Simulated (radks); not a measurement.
Values are calculated unless marked as measured or tabulated.
Problem. Ionisation of Pt+, [Xe] 4f14 5d9, to Pt2+, [Xe] 4f14 5d8, under several functionals. Non-relativistic Kohn-Sham, spin-unpolarised, spherical densities, point nucleus; a radial shooting solver on a logarithmic mesh with Libxc functionals. The NIST Atomic Spectra Database gives 18.6 eV (measured). Rank these functionals by the error of their Delta-SCF ionisation energy: AM05; TASK exchange with Perdew-Wang LDA correlation; LDA (Slater exchange, Perdew-Wang correlation); exchange-only B88; BP86; SOGGA; MS2 meta-GGA; PBE; exchange-only r2SCAN; Wu-Cohen GGA.

Solution. From best to worst: exchange-only B88 19.487 eV (+0.927); exchange-only r2SCAN 19.589 eV (+1.029); SOGGA 20.495 eV (+1.935); MS2 meta-GGA 20.581 eV (+2.021); PBE 20.583 eV (+2.023); AM05 20.587 eV (+2.027); Wu-Cohen GGA 20.606 eV (+2.046); TASK exchange with Perdew-Wang LDA correlation 20.623 eV (+2.063); BP86 20.696 eV (+2.136); LDA (Slater exchange, Perdew-Wang correlation) 20.862 eV (+2.302). Relativity is left out here, which matters for elements this heavy. Spin polarisation and multiplet splitting are left out, so open shells lie too high by an amount that depends on their filling.

Beside tabulated values, note that spin-unpolarised runs miss the spin-polarisation part of the exchange energy of open shells.
